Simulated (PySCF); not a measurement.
A PySCF script (with the pyscf-properties extension) for the NMR shieldings of SMILES [SiH2]1C[C@@H](CC#C)N[Si@@H]1N, C5H12N2Si2, on a GFN2-xTB geometry:

```python
import basis_set_exchange as bse
import numpy as np
from pyscf import gto, dft
from pyscf.prop import nmr

atoms = """
C     2.896333    1.770444    1.266399
C     2.438042    0.875168    0.617492
C     1.827388   -0.210773   -0.116566
C     0.577199   -0.741734    0.620815
C    -0.084009   -1.861374   -0.190363
Si   -1.160199   -1.080426   -1.570172
Si   -1.332590    0.919013   -0.430922
N    -2.759517    1.522422    0.332459
N    -0.388197    0.305445    0.876535
H     3.319542    2.557216    1.815844
H     2.554564   -1.018576   -0.237832
H     1.528988    0.144800   -1.106862
H     0.907933   -1.137744    1.593185
H    -0.729192   -2.431118    0.480208
H     0.678248   -2.550410   -0.552817
H    -2.320213   -1.953640   -1.804277
H    -0.394770   -1.083525   -2.828537
H    -0.814900    2.114995   -1.122146
H    -3.241150    0.924813    0.984305
H    -3.425079    2.019293   -0.234079
H    -0.087341    0.932655    1.606860
"""
names = dict.fromkeys(["C", "Si", "N", "H"], "pcSseg-1")
basis = {el: gto.basis.parse(bse.get_basis(n, elements=[el], fmt="nwchem")) for el, n in names.items()}
mol = gto.M(atom=atoms, basis=basis, charge=0, verbose=0)
mf = dft.RKS(mol, xc="PBE0")
mf.grids.level = 2
mf.grids.alignment = dft.numint.BLKSIZE   # the property module wants whole blocks of grid points
mf.conv_tol = 1e-9
mf.kernel()

calc = nmr.RKS(mf)   # GIAO
C = mf.mo_coeff
Co = C[:, mf.mo_occ > 0]
resp = mf.gen_response(singlet=True, hermi=2)
def vind(x):   # induced exchange potential for any number of trial vectors
    d = np.einsum("pi,xij,qj->xpq", C, 2 * x.reshape(-1, C.shape[1], Co.shape[1]), Co, optimize=True)
    return np.einsum("xpq,pi,qj->xij", resp(d - d.transpose(0, 2, 1)), C, Co, optimize=True).ravel()
mo1, _ = nmr.rhf.solve_mo1(calc, with_cphf=vind)
sigma = calc.kernel(mo1)
for i, s in enumerate(sigma):   # ppm
    w = np.linalg.eigvalsh((s + s.T) / 2)
    print("%2d %-2s iso %8.1f  s11 %8.1f  s22 %8.1f  s33 %8.1f" % (i, mol.atom_pure_symbol(i), w.mean(), *w))
```

Question: Give the expected output.

Answer: 
```
 0 C  iso    110.6  s11     35.2  s22     40.2  s33    256.5
 1 C  iso     98.2  s11     -1.8  s22      3.7  s33    292.8
 2 C  iso    152.4  s11    134.8  s22    149.0  s33    173.3
 3 C  iso    130.9  s11    116.1  s22    132.6  s33    144.1
 4 C  iso    169.7  s11    149.1  s22    164.0  s33    195.9
 5 Si iso    441.3  s11    409.2  s22    439.3  s33    475.4
 6 Si iso    375.9  s11    334.5  s22    370.3  s33    422.9
 7 N  iso    250.7  s11    207.6  s22    254.9  s33    289.5
 8 N  iso    203.5  s11    168.5  s22    215.0  s33    226.8
 9 H  iso     30.3  s11     24.7  s22     25.1  s33     41.1
10 H  iso     29.5  s11     23.2  s22     29.7  s33     35.7
11 H  iso     30.1  s11     25.4  s22     31.6  s33     33.2
12 H  iso     28.0  s11     24.7  s22     25.8  s33     33.6
13 H  iso     30.3  s11     24.9  s22     27.9  s33     38.1
14 H  iso     30.7  s11     25.7  s22     28.8  s33     37.6
15 H  iso     28.3  s11     24.7  s22     25.4  s33     34.6
16 H  iso     28.2  s11     24.4  s22     26.3  s33     33.9
17 H  iso     26.1  s11     22.3  s22     24.9  s33     31.2
18 H  iso     31.6  s11     24.2  s22     28.9  s33     41.9
19 H  iso     31.8  s11     24.4  s22     27.2  s33     43.9
20 H  iso     29.2  s11     21.0  s22     28.1  s33     38.6
```

These numbers come from an equivalent density-fitted implementation of the same equations, which agrees with the script to about 0.01 ppm for H and up to a few tenths of a ppm for heavy atoms, so last digits may differ.

Size and cost of the density-fitted run: 227 basis functions, 2.3 min wall time (2.1 min CPU) on 1 thread of an Intel Xeon, shared host; peak memory 1.1 GiB.
